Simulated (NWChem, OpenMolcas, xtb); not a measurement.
**KLi (SMILES [Li][K]): the dipole moment, rung by rung**

KLi has 2 atoms, charge 0, and is taken as a singlet. SMILES: `[Li][K]`. The bond length is the measured one.

```xyz
2

Li    0.0000    0.0000    0.0000
K     0.0000    0.0000    3.2700
```

Quantity: the dipole moment, in D. The values are calculated.

```json
{"level": "GFN0-xTB", "kind": "semi-empirical", "program": "xtb", "value (D)": "0.60", "CPU time": "under 2 s"}
{"level": "HF/def2-TZVP", "kind": "Hartree–Fock", "program": "OpenMolcas", "value (D)": "4.03", "CPU time": "1.9 s"}
{"level": "SVWN5/def2-TZVP", "kind": "LDA", "program": "OpenMolcas", "value (D)": "2.13", "CPU time": "3.7 s"}
{"level": "PBE/def2-TZVP", "kind": "GGA", "program": "NWChem", "value (D)": "2.77", "CPU time": "8.7 s"}
{"level": "M06-L/def2-TZVP", "kind": "meta-GGA", "program": "OpenMolcas", "value (D)": "6.26", "CPU time": "6.1 s"}
{"level": "BHLYP/def2-TZVP", "kind": "global hybrid", "program": "OpenMolcas", "value (D)": "3.02", "CPU time": "4.5 s"}
{"level": "M06-2X/def2-TZVP", "kind": "hybrid meta-GGA", "program": "OpenMolcas", "value (D)": "2.09", "CPU time": "5.3 s"}
{"level": "CAM-B3LYP/def2-TZVP", "kind": "range-separated hybrid", "program": "NWChem", "value (D)": "3.08", "CPU time": "6.4 s"}
```

The values span 0.60 to 6.26 D. Magnitudes only: a small dipole may point the other way at some levels. Times are those of the runs behind each value, whatever else they computed, on shared processors of several kinds: orders of magnitude only.
